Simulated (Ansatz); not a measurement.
The cluster Sn2Cl4 (the lowest singlet isomer of a short search). Total charge 0; singlet. Geometry PBE-D4/def2-SVP, basis def2-TZVP, Ansatz.

```xyz
6

Sn    0.6558    0.7387    1.9691
Sn   -0.3868   -0.8750   -1.1808
Cl   -1.6299    0.6527    0.6775
Cl   -1.0494    0.4805   -3.0708
Cl    1.6820    0.7109   -0.4483
Cl    0.7283   -1.7077    2.0533
```

```
run  HOMO (eV)  LUMO (eV)
  A      -6.73      -2.99
  B      -9.85      -0.75
  C      -7.11      -2.99
  D      -7.86      -2.45
  E      -9.96      -0.59
  F      -6.80      -3.10
```

In the def2 sets Sn takes a core potential; there is no spin–orbit coupling. The structure comes from a short search, and lower isomers may exist.

Problem. The runs used PBE, PBE0, r2SCAN, revPBE, ωB97M-V, ωB97X-V. Estimate which is which.

Solution. A revPBE (0 % exact exchange); B ωB97M-V (range-separated); C r2SCAN (0 % exact exchange); D PBE0 (25 % exact exchange); E ωB97X-V (range-separated); F PBE (0 % exact exchange). Exact exchange lowers occupied and raises empty levels; among semilocal functionals meta-GGAs tend to open the gap a little, and such runs are hard to tell apart. The gap grows from 3.69 eV (PBE) to 9.37 eV (ωB97X-V).
